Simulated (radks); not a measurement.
Polarisability of neutral argon, [Ar], at imaginary frequency. All-electron calculation, non-relativistic Kohn-Sham, LDA (Slater exchange, Perdew-Wang correlation), spin-polarised, spherical densities, point nucleus. Program: a radial shooting solver on a logarithmic mesh with Libxc functionals. Response by self-consistent Sternheimer equations with the Hartree and adiabatic LDA kernel.

| w (hartree) | alpha1(iw) (bohr^3) | alpha2(iw) (bohr^5) |
|---|---|---|
| 0.00266 | 12.00 | 61.57 |
| 0.0143 | 11.99 | 61.54 |
| 0.0360 | 11.96 | 61.37 |
| 0.0697 | 11.83 | 60.82 |
| 0.118 | 11.53 | 59.48 |
| 0.186 | 10.91 | 56.75 |
| 0.280 | 9.850 | 51.94 |
| 0.413 | 8.290 | 44.69 |
| 0.605 | 6.352 | 35.37 |
| 0.892 | 4.324 | 25.17 |
| 1.35 | 2.555 | 15.64 |
| 2.12 | 1.282 | 8.155 |
| 3.59 | 0.5354 | 3.364 |
| 6.94 | 0.1782 | 0.9923 |
| 17.5 | 0.03888 | 0.1646 |

Static values: alpha1 = 12.00 bohr^3 (1.779 angstrom^3; uncoupled 17.97), alpha2 = 61.57 bohr^5, alpha3 = 692.1 bohr^7. C6 = 70.49, C8 = 1906, triple-dipole C9 = 612.2 atomic units. One-pole (London) frequency 4 C6 / (3 alpha1^2) = 0.653 hartree, against 0.382 for minus the highest occupied eigenvalue. The dipole shielding factor is 1.000, as the force sum rule N/Z = 1.000 demands. Recommended static value: 11.083 bohr^3 (Schwerdtfeger and Nagle, 2023 table).
